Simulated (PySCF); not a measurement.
## Calculated NMR data

Theoretical values (PySCF): PBE0/pcSseg-1 with gauge-including orbitals, GFN2-xTB structure. Averaged over atoms made equivalent by symmetry, fast rotation or ring inversion, one computed conformer, non-relativistic Hamiltonian, isolated molecule.

Chemical shifts δ = σref − σ; 1H (σ = 31.72 ppm) and 13C (σ = 186.93 ppm) against TMS, all at this level. Splittings of carbon signals by F and P are missing where no couplings were computed. Where no couplings were computed, multiplicities follow the n + 1 count of equivalent neighbours, and m marks all less simple cases (inequivalent or close neighbours, rings, F or P nearby). Shifts are as computed. Against solution values, carbons near 30 ppm lie about +3 ppm off and those near 130 ppm about +5 ppm (rms about the fit 2.1 ppm; single classes can miss by 10 ppm). Of 1328 compounds with measured shifts, 309 miss one by over three times the rms of a fit or turn the order of signals round; such compounds aren't used in these exercises. Signals without a measured value on file couldn't be tested in this way; 1H shifts scatter by 0.2 ppm about their fit, and single ones miss by 0.5 ppm. OH and NH positions are gas-phase values without hydrogen bonding to other molecules.

Compound 1 (C6H13N). 1H NMR (600 MHz, computed): δ 5.96 (m, 1H), 5.39 (m, 1H), 5.24 (m, 1H), 2.81 (t, 2H), 2.37 (s, 6H), 2.18 (m, 2H). 13C{1H} NMR (computed): δ 146.4 (CH), 121.7 (CH2), 63.3 (CH2), 44.2 (CH3), 28.7 (CH2). Structure: SMILES C(CC=C)N(C)C.

Compound 2 (C5H7F2NO). 1H NMR (600 MHz, computed): δ 6.62 (m, 1H), 5.16 (t, 1H), 3.94 (m, 2H), 3.87 (s, 2H), 1.12 (br s, 1H). 13C{1H} NMR (computed): δ 163.8, 123.2, 108.8, 57.0, 57.0. Structure: `N1CC=C(OC(F)F)C1`.

Compound 3 (C4H11NOSi). 1H NMR (600 MHz, computed): δ 5.22 (s, 2H), 4.25 (br s, 1H), 3.95 (br s, 1H), 2.72 (s, 3H), 1.86 (s, 3H), -0.13 (br s, 1H). 13C{1H} NMR (computed): δ 164.3 (C), 90.7 (CH2), 28.0 (CH3), 25.5 (CH3). Structure: `C=C(C)O[SiH2]NC`.
